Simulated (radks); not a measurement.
Values are calculated unless marked as measured or tabulated.
Spin polarisation of the 3p5 shell in K2+. Start: [Ne] 3s2 3p(up 2.5, down 2.5); electrons of 3p are moved from spin down to spin up, other shells keep equal spins. Code: a radial shooting solver on a logarithmic mesh with Libxc functionals. Model: scalar-relativistic Kohn-Sham, PBEsol, spin-polarised, spherical densities, point nucleus.

moment (Bohr magnetons)	E - E(0) (eV)	e(3p up) (eV)	e(3p down) (eV)	3s down minus up (eV)
0	0.000	-39.144	-39.144	0.000
0.25	-0.019	-39.291	-38.993	0.315
0.5	-0.074	-39.432	-38.836	0.631
0.75	-0.168	-39.569	-38.674	0.947
1	-0.298	-39.700	-38.506	1.265

At moment 1 the spin-polarisation energy is -0.298 eV and the 3p exchange splitting 1.194 eV, that is 1.194 eV per Bohr magneton; E = -I m^2/4 would give I = 1.192 eV.
